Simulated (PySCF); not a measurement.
# Basis and Hamiltonian dependence of the excitation energy of Ga

Ga [Ar] 3d10 4s2 4p1 (2P) → Ga [Ar] 3d10 4s2 5s1 (2S). Calculated with PySCF 2.14 from differences of total energies of unrestricted determinants, without spin-orbit coupling. Values in eV.

```
                                                                               basis       Hamiltonian  functions    UHF    LDA   PBE0  MP2 (valence)  CCSD(T) (valence)  CCSD(T) (valence and next inner shell)
                                                        aug-cc-pVDZ-PP with ECP10MDF               ECP         32  2.895  2.955  2.959          2.908              2.948                                     n/a
                                                                      aug-cc-pVDZ-DK     spin-free X2C         36  2.933  3.042  3.025          2.939              2.977                                     n/a
                                                      aug-cc-pwCVDZ-PP with ECP10MDF               ECP         48  2.898  2.960  2.962          2.917              2.964                                   2.944
                                                                         def2-TZVPPD  non-relativistic         54  3.132  3.159  3.150          3.172              3.216                                   3.249
                                                        aug-cc-pVTZ-PP with ECP10MDF               ECP         55  2.843  2.929  2.936          2.923              2.966                                     n/a
                      x2c-TZVPPall with one added diffuse shell each of s, p, d type     spin-free X2C         57  3.001  3.061  3.043          3.047              3.085                                   3.121
                                                                      aug-cc-pVTZ-DK     spin-free X2C         59  2.806  2.998  2.988          2.894              2.940                                     n/a
      aug-cc-pVTZ-PP with one added diffuse shell each of s, d, f type with ECP10MDF               ECP         68  2.814  2.925  2.931          2.905              2.948                                     n/a
                                                        aug-cc-pVQZ-PP with ECP10MDF               ECP         89  2.841  2.936  2.946          2.940              2.975                                     n/a
                                                                      aug-cc-pVQZ-DK     spin-free X2C         93  2.841  2.971  2.964          2.940              2.975                                     n/a
                                                                         def2-QZVPPD  non-relativistic         95  2.951  3.059  3.051          3.034              3.069                                     n/a
                                                      aug-cc-pwCVTZ-PP with ECP10MDF               ECP         96  2.845  2.944  2.949          2.927              2.970                                     n/a
aug-cc-pVQZ-PP with one added diffuse shell each of s, p, d, f, g type with ECP10MDF               ECP        114  2.816  2.932  2.942          2.924                n/a                                     n/a
                                                        aug-cc-pV5Z-PP with ECP10MDF               ECP        136  2.824  2.943  2.946          2.937                n/a                                     n/a
```

Frozen in the all-electron rows: valence: [Ar] 3d10; valence and next inner shell: [Ne]; with a core potential, the same shells as far as they lie outside it.

Non-relativistic rows lack the scalar-relativistic shift.

Reference for a calculation without spin-orbit coupling: 3.005 eV (measured, between term centres; NIST).
